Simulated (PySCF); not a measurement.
# Static response to an electric field

Compound: C3H5FSSi.
Structure used (GFN2-xTB), in Å, numbered top down from 1:
```xyz
11
C3H5FSSi angstrom
C     -2.1407   -0.2600    0.3051
C     -0.8199   -0.2311    0.2011
Si     0.4788    0.9831   -0.4478
C      1.6624   -0.4580    0.0960
F      2.3188   -1.0568   -0.9513
S      0.3013   -1.5107    0.7372
H     -2.6660   -1.0965    0.7353
H     -2.7377    0.5657   -0.0433
H      0.6745    2.1840    0.3595
H      0.5214    1.1821   -1.8907
H      2.4125   -0.2991    0.8730
```

Level: PBE0/def2-SVPD (PySCF), static field, nuclei fixed, core orbitals frozen in the response. The polarisability tensor in these axes (au):

```
x   99.59 -1.74 -3.60
y   -1.74 81.82 -9.33
z   -3.60 -9.33 66.34
```

Q: Give the principal values, the mean and the anisotropy Δα = √{½[(α1 − α2)² + (α2 − α3)² + (α1 − α3)²]}.

A: Principal values 61.54, 86.20 and 100.01 au; mean 82.58 au = 12.24 Å³ = 13.62 × 10⁻⁴⁰ C²·m²/J; Δα = 33.75 au (41 % of the mean).

Q: What is the dipole moment, and where does it point?

A: (-0.77, 2.17, 0.40) D, 2.34 D in size, pointing from the negative to the positive side. Measured along this direction, the outermost atoms are F5 at the negative end and H9 at the positive end.

Q: What depolarisation ratio follows for Rayleigh scattering of linearly polarised light, taking the static tensor?

A: ρ = 3Δα²/(45ᾱ² + 4Δα²) = 3417.5/(306895 + 4556.7) = 0.011.

Q: How large is μ²/3kT at 250 K beside α?

A: In Gaussian units μ²/3kT = 52.71 Å³ against 12.24 Å³, a ratio of 4.31; the Debye molar polarisation (4π/3)N_A(α + μ²/3kT) is 163.8 cm³/mol, leaving out the vibrational part.

Q: Form Σ f/ω² (atomic units) for the 8 lowest TDDFT singlets, given as eV and f, and set it beside the mean polarisability, which is this sum over all singlets: 4.34, 0.0015; 5.22, 0.1346; 5.87, 0.0039; 6.05, 0.0062; 6.17, 0.0025; 6.23, 0.0005; 6.50, 0.0042; 6.60, 0.0212.

A: They add up to 4.42 au, 5.3 % of the 82.58 au; the largest single term is 3.66 au, from the state at 5.22 eV. Terms in order: 0.06, 3.66, 0.08, 0.12, 0.05, 0.01, 0.07, 0.36 au. Higher excitations give the rest. The strengths listed sum to 0.175.

Q: What are the principal values of the traceless quadrupole moment, Θ = ½Σq(3rr − r²1), about the centre of nuclear charge?

A: -7.28, 2.55, 4.73 D·Å. The values depend on the origin, since the dipole doesn't vanish. The electronic extent ⟨r²⟩ about the same centre is 828 bohr², a root-mean-square distance of 1.93 Å for the 62 electrons.

Isolated species at its GFN2-xTB geometry, gas phase.

These values come from a run that also computed excited states. Time: 41 s wall; peak memory 0.70 GiB. Hardware: one thread of an Arm Neoverse N1, on a shared host.
